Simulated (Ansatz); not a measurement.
`[SiH3]/C=C/C[SiH3]` + H₂O → `O/C=C/[SiH3]` + `C[SiH3]`  (formal hydrolysis of a C–C bond)

Computed with Ansatz on PBE0-D4/def2-TZVP structures; ΔE is electronic, products minus reactants. CCSD(T)/CBS is the MP2 limit (def2-TZVPP, def2-QZVPP) plus CCSD(T) − MP2 in def2-TZVPP, frozen cores. This one scheme is used for every species. Double bonds are as drawn, so ΔE can hold a change between cis and trans. Functionals use def2-TZVPP. B3LYP here is the variant with VWN-RPA as its local correlation; programs differ in this. Each species was taken in one conformer, which may not be the lowest.

Question: Is it downhill or uphill in electronic energy at CCSD(T)/CBS, and by how much? (An estimate is asked.)

Answer: Computed: Uphill: ΔE = +20.3 kJ/mol.

Question: What do these levels give: PBE0-D4, B3LYP-D4, PBE, r2SCAN, B3LYP, HF/def2-TZVPP, MP2/def2-TZVPP, CCSD/def2-TZVPP, MP2/def2-QZVPP, SCS-MP2/def2-QZVPP, MP2/CBS(def2), CCSD/CBS(def2)? (Best estimate.)

Answer: Computed: PBE0-D4 8.7, B3LYP-D4 8.3, PBE -1.4, r2SCAN 0.0, B3LYP -1.6, HF/def2-TZVPP 0.4, MP2/def2-TZVPP 20.9, CCSD/def2-TZVPP 14.7, MP2/def2-QZVPP 23.8, SCS-MP2/def2-QZVPP 19.2, MP2/CBS(def2) 25.6, CCSD/CBS(def2) 19.4 kJ/mol.

Largest T1 diagnostic among the species: 0.013.

The D4 term adds +9.8 kJ/mol with B3LYP and +5.8 kJ/mol with PBE0; it sums over pairs of atoms, weighted by their polarisabilities, and B3LYP, whose exchange is more repulsive, gets the larger term. In def2-TZVPP, CCSD(T) changes the Hartree–Fock value by +15.2 kJ/mol (the triples alone add +0.9 kJ/mol) and MP2 by +20.5 kJ/mol. From PBE to PBE0 (25 % exact exchange), in def2-TZVPP and without D4, ΔE moves by +4.3 kJ/mol.
